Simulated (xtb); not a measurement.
C$_{6}$H$_{14}$AlO$_{2}$ (SMILES CC(C)[O][Al+][O]C(C)C), charge +1, singlet, from a rough starting geometry (GFN-xTB shapes and energies of metal compounds can be far from the true ones); xtb with GFN2-xTB.

Here is a job for xtb.
```
$ xtb mol.xyz --gfn 2 --chrg 1 --opt vtight --json

# file mol.xyz
23

Al     0.03867798     0.02719846    -0.03008650
O     -0.13005640    -0.28368122     1.56437014
C     -1.10046163    -0.18499551     2.70622934
C     -0.89882295    -1.42258211     3.55167095
C     -2.47530217    -0.04879432     2.19294116
H     -0.75461725     0.71771087     3.23215958
H     -1.17027452    -2.32462959     2.99642185
H     -1.48322007    -1.32739057     4.44707012
H      0.15607151    -1.52351141     3.84007727
H     -2.51714415     0.76145021     1.42500482
H     -2.73838621    -0.97559553     1.67928407
H     -3.10658246     0.20967662     3.04748566
O      0.12865591     0.32618725    -1.59784993
C      1.03713703     0.91713452    -2.55066648
C      0.93556800     0.00662444    -3.83119265
C      2.40878165     0.94444835    -2.03196194
H      0.59775008     1.92739860    -2.76840223
H      1.23108090    -0.98242876    -3.57208841
H      1.59404273     0.44503186    -4.55944504
H     -0.12306900     0.00326252    -4.18217102
H      2.37403045     1.45790364    -1.03519189
H      2.80432566    -0.03381972    -1.89623546
H      3.10671932     1.48713953    -2.63758372
```

What the program printed (banner, timings and long lists left out):

```
   ID    Z sym.   atoms
    1   13 Al     1
    2    8 O      2, 13
    3    6 C      3-5, 14-16
    4    1 H      6-12, 17-23

           -------------------------------------------------
          |                Calculation Setup                |
           -------------------------------------------------

           -------------------------------------------------
          |                 G F N 2 - x T B                 |
           -------------------------------------------------

          ...................................................
          :                      SETUP                      :
          :.................................................:
          :  # basis functions                  56          :
          :  # atomic orbitals                  55          :
          :  # shells                           33          :
          :  # electrons                        52          :
          :  max. iterations                   250          :
          :  Hamiltonian                  GFN2-xTB          :
          :  restarted?                      false          :
          :  GBSA solvation                  false          :
          :  PC potential                    false          :
          :  electronic temp.          300.0000000     K    :
          :  accuracy                    1.0000000          :
          :  -> integral cutoff          0.2500000E+02      :
          :  -> integral neglect         0.1000000E-07      :
          :  -> SCF convergence          0.1000000E-05 Eh   :
          :  -> wf. convergence          0.1000000E-03 e    :
          :  Broyden damping             0.4000000          :
          :  net charge                          1          :
          :  unpaired electrons                  0          :
          ...................................................

 iter      E             dE          RMSdq      gap      omega  full diag
   1    -29.0871834 -0.290872E+02  0.112E+01    3.57       0.0  T
   2    -29.1947590 -0.107576E+00  0.705E+00    2.12       1.0  T
   3    -29.1969411 -0.218211E-02  0.106E+00    1.82       1.0  T
   4    -29.2024554 -0.551425E-02  0.566E-01    1.74       1.0  T
   5    -29.2030638 -0.608441E-03  0.474E-01    2.00       1.0  T
   6    -29.2035476 -0.483793E-03  0.246E-01    1.93       1.0  T
   7    -29.2035463  0.128137E-05  0.105E-01    1.93       1.0  T
   8    -29.2035466 -0.235377E-06  0.322E-02    1.94       1.0  T
   9    -29.2035605 -0.139505E-04  0.858E-03    1.93       2.4  T
  10    -29.2035612 -0.640904E-06  0.521E-03    1.93       4.0  T
  11    -29.2035612  0.420176E-08  0.192E-03    1.93      10.8  T
  12    -29.2035612 -0.307319E-07  0.487E-04    1.93      42.8  T
  13    -29.2035612 -0.595868E-09  0.123E-04    1.93     169.8  T

   *** convergence criteria satisfied after 13 iterations ***

         :::::::::::::::::::::::::::::::::::::::::::::::::::::
         ::                     SUMMARY                     ::
         :::::::::::::::::::::::::::::::::::::::::::::::::::::
         :: total energy             -28.852491065267 Eh    ::
         :: gradient norm              0.102199119652 Eh/a0 ::
         :: HOMO-LUMO gap              1.930116243762 eV    ::
         ::.................................................::
         :: SCC energy               -29.203588404755 Eh    ::
         :: -> isotropic ES            0.132379374062 Eh    ::
         :: -> anisotropic ES         -0.003068923149 Eh    ::
         :: -> anisotropic XC          0.005301642272 Eh    ::
         :: -> dispersion             -0.013012349943 Eh    ::
         :: repulsion energy           0.351097339488 Eh    ::
         :: add. restraining           0.000000000000 Eh    ::
         :: total charge               1.000000000000 e     ::
         :::::::::::::::::::::::::::::::::::::::::::::::::::::

      -----------------------------------------------------------
     |                   =====================                   |
     |                        A N C O P T                        |
     |                   =====================                   |
     |               Approximate Normal Coordinate               |
     |                Rational Function Optimizer                |
      -----------------------------------------------------------
      -----------------------------------------------------------
     |                   =====================                   |
     |                        A N C O P T                        |
     |                   =====================                   |
     |               Approximate Normal Coordinate               |
     |                Rational Function Optimizer                |
      -----------------------------------------------------------

          ...................................................
          :                      SETUP                      :
          :.................................................:
          :   optimization level         verytight          :
          :   max. optcycles                   460          :
          :   ANC micro-cycles                  20          :
          :   degrees of freedom                63          :
          :.................................................:
          :   RF solver                   davidson          :
          :   write xtbopt.log                true          :
          :   linear?                        false          :
          :   energy convergence         0.1000000E-06 Eh   :
          :   grad. convergence          0.2000000E-03 Eh/α :
          :   maxmium RF displ.          1.0000000          :
          :   Hlow (freq-cutoff)         0.1000000E-01      :
          :   Hmax (freq-cutoff)         5.0000000          :
          :   S6 in model hess.         20.0000000          :
          ...................................................

generating ANC from exact Hessian ...
Using Lindh-Hessian (1995)
[...]
 * total energy  :   -28.8671753 Eh     change       -0.5925071E-06 Eh
 * total energy  :   -28.8671756 Eh     change       -0.3595423E-06 Eh
 * total energy  :   -28.8671759 Eh     change       -0.3091212E-06 Eh
 * total energy  :   -28.8671763 Eh     change       -0.4025172E-06 Eh
 * total energy  :   -28.8671770 Eh     change       -0.6740855E-06 Eh
 * total energy  :   -28.8671781 Eh     change       -0.1056025E-05 Eh
 * total energy  :   -28.8671790 Eh     change       -0.9662573E-06 Eh
 * total energy  :   -28.8671796 Eh     change       -0.6226733E-06 Eh
 * total energy  :   -28.8671802 Eh     change       -0.5112630E-06 Eh
 * total energy  :   -28.8671806 Eh     change       -0.4803022E-06 Eh
 * total energy  :   -28.8671810 Eh     change       -0.3467818E-06 Eh
 * total energy  :   -28.8671810 Eh     change       -0.1887429E-07 Eh
   *** GEOMETRY OPTIMIZATION CONVERGED AFTER 68 ITERATIONS ***
         :: total energy             -28.867181000281 Eh    ::
[...]
        19        2.0000           -0.6137791             -16.7018
        20        2.0000           -0.6103099             -16.6074
        21        2.0000           -0.6051571             -16.4672
        22        2.0000           -0.6039484             -16.4343
        23        2.0000           -0.5928932             -16.1334
        24        2.0000           -0.5905234             -16.0690
        25        2.0000           -0.5883510             -16.0098
        26        2.0000           -0.5793877             -15.7659 (HOMO)
        27                         -0.4981275             -13.5547 (LUMO)
        28                         -0.3267865              -8.8923
        29                         -0.3246255              -8.8335
        30                         -0.3074132              -8.3651
        31                         -0.2915276              -7.9329
        32                         -0.1431318              -3.8948
        33                         -0.1425646              -3.8794
        34                         -0.0701266              -1.9082
        35                         -0.0501329              -1.3642
        36                         -0.0412862              -1.1235
        37                         -0.0355981              -0.9687
       ...                                ...                  ...
        55                          1.0961603              29.8280
      -------------------------------------------------------------
                  HL-Gap            0.0812602 Eh            2.2112 eV
             Fermi-level           -0.5387576 Eh          -14.6603 eV

     #   Z          covCN         q      C6AA      α(0)
     1  13 Al       1.634     0.580   181.571    33.027
     2   8 O        1.584    -0.263    18.411     5.790
     3   6 C        3.803     0.112    18.742     6.163
     4   6 C        3.753    -0.132    23.096     6.853
     5   6 C        3.752    -0.131    23.084     6.851
     6   1 H        0.924     0.115     1.654     2.011
     7   1 H        0.924     0.069     2.091     2.262
     8   1 H        0.925     0.097     1.811     2.104
     9   1 H        0.925     0.081     1.970     2.195
    10   1 H        0.925     0.086     1.915     2.164
    11   1 H        0.923     0.076     2.018     2.222
    12   1 H        0.925     0.098     1.806     2.101
    13   8 O        1.584    -0.262    18.406     5.789
    14   6 C        3.806     0.112    18.743     6.163
    15   6 C        3.753    -0.132    23.095     6.853
    16   6 C        3.752    -0.131    23.082     6.851
    17   1 H        0.924     0.115     1.650     2.009
    18   1 H        0.924     0.070     2.090     2.261
    19   1 H        0.925     0.097     1.810     2.104
    20   1 H        0.925     0.081     1.966     2.193
    21   1 H        0.925     0.087     1.912     2.163
    22   1 H        0.923     0.077     2.016     2.220
    23   1 H        0.925     0.098     1.804     2.100

 Mol. C6AA /au·bohr⁶  :       4607.888331
 Mol. C8AA /au·bohr⁸  :     142155.207871
 Mol. α(0) /au        :        114.449979

Wiberg/Mayer (AO) data.
largest (>0.10) Wiberg bond orders for each atom

 ---------------------------------------------------------------------------
     #   Z sym  total        # sym  WBO       # sym  WBO       # sym  WBO
 ---------------------------------------------------------------------------
     1  13 Al   3.560 --     2 O    1.468    13 O    1.466
     2   8 O    2.513 --     1 Al   1.468     3 C    0.884
     3   6 C    3.900 --     4 C    1.014     5 C    1.013     6 H    0.916
                             2 O    0.884
     4   6 C    3.984 --     3 C    1.014     9 H    0.977     8 H    0.965
                             7 H    0.940
     5   6 C    3.982 --     3 C    1.013    10 H    0.973    12 H    0.965
                            11 H    0.930
     6   1 H    0.982 --     3 C    0.916
     7   1 H    0.995 --     4 C    0.940
     8   1 H    0.988 --     4 C    0.965
     9   1 H    0.993 --     4 C    0.977
    10   1 H    0.992 --     5 C    0.973
    11   1 H    0.993 --     5 C    0.930
    12   1 H    0.988 --     5 C    0.965
    13   8 O    2.513 --     1 Al   1.466    14 C    0.885
    14   6 C    3.901 --    15 C    1.014    16 C    1.013    17 H    0.916
                            13 O    0.885
    15   6 C    3.984 --    14 C    1.014    20 H    0.976    19 H    0.965
                            18 H    0.939
    16   6 C    3.982 --    14 C    1.013    21 H    0.973    23 H    0.965
                            22 H    0.929
    17   1 H    0.982 --    14 C    0.916
    18   1 H    0.995 --    15 C    0.939
    19   1 H    0.988 --    15 C    0.965
    20   1 H    0.993 --    15 C    0.976
    21   1 H    0.992 --    16 C    0.973
    22   1 H    0.993 --    16 C    0.929
    23   1 H    0.988 --    16 C    0.965
 ---------------------------------------------------------------------------

Topologies differ in total number of bonds
Writing topology from bond orders to xtbtopo.mol

molecular dipole:
                 x           y           z       tot (Debye)
 q only:        0.003       0.053       0.000
   full:        0.013       0.194       0.035       0.501
molecular quadrupole (traceless):
                xx          xy          yy          xz          yz          zz
 q only:       -1.942       3.648     -11.605     -17.815      -5.195      13.547
  q+dip:       -2.792       3.357     -11.170     -16.274      -5.309      13.962
   full:       -1.151       3.163      -9.347     -15.348      -3.997      10.498

optimized geometry written to: xtbopt.xyz

           -------------------------------------------------
          | TOTAL ENERGY              -28.867181000281 Eh   |
          | GRADIENT NORM               0.000078043423 Eh/α |
          | HOMO-LUMO GAP               2.211203233725 eV   |
           -------------------------------------------------
```
